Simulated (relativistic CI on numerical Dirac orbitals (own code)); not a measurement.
# Hyperfine structure of Pr21+, mass number 141

Method of calculation: Dirac-Coulomb-Breit CI, separate exchange-only KLI orbitals for each configuration, model QED, unscaled Slater integrals (own radial code, finite nucleus).

Configurations in the expansion (outside the closed core [Ar] 3d10): 4s²4p⁶4d², 4s²4p⁵4d³, 4s²4p⁶4d4f, 4s4p⁶4d³, 4s²4p⁵4d²4f, 4s²4p⁶4d5s, 4s4p⁶4d²4f, 4s²4p⁶4d5p, 4s²4p⁶4f5s, 4s²4p⁶4d5d, 4s²4p⁶4f², 4s²4p⁵4f³, 4s4p⁶4f³, 4s²4p⁶4f5p, 4s²4p⁵4f²5p, 4s4p⁶4f²5p. Double excitations out of closed p, d and f shells are left out; levels of such configurations are missing from the list, as are those of other unlisted configurations, and high levels can miss mixing partners.

Nuclear spin I = 5/2, μ = 4.266 μN, Q = -0.0589 b (tables of Stone and Pyykkö). The electronic factors are computed for point nuclear moments, without core polarisation or the Bohr-Weisskopf and QED corrections.

```
         Level  E (cm⁻¹)  A (MHz)  B (MHz)
 4s²4p⁶4d² ³F2         0    15440    -82.4
 4s²4p⁶4d² ³F3     33461     8987     -160
 4s²4p⁶4d² ³F4     55463     8374     -424
 4s²4p⁶4d² ³P1     62012   -228.2     -160
 4s²4p⁶4d² ¹G4     91196     7682     -726
 4s²4p⁶4d² ³P2     99553     6320      263
4s²4p⁵4d³ ⁵D°1    809610    26450    -1050
```

Levels with J = 0, under 50 % of one LS term, or S terms without an open s electron are left out. Small factors come from cancelling terms and can be off by tens of per cent or more.

At this charge energies of transitions that change n are usually good to better than 1 %, and those within a shell (Δn = 0) to a few per cent. Terms inside the open d or f shell come out 10 to 20 % too wide with unscaled integrals.

Problem. Give the hyperfine levels of 4s²4p⁶4d² ³F2 relative to its centre of gravity.

Solution. With K = F(F + 1) − I(I + 1) − J(J + 1), E = AK/2 + B[¾K(K + 1) − I(I + 1)J(J + 1)]/[2I(2I − 1)J(2J − 1)]: F = 1/2: -108100, F = 3/2: -84940, F = 5/2: -46300, F = 7/2: 7755, F = 9/2: 77180 MHz.

LS names give the leading component of a level, which can be under half, so a name can repeat, a term be missing and a line seem to break the LS rules.
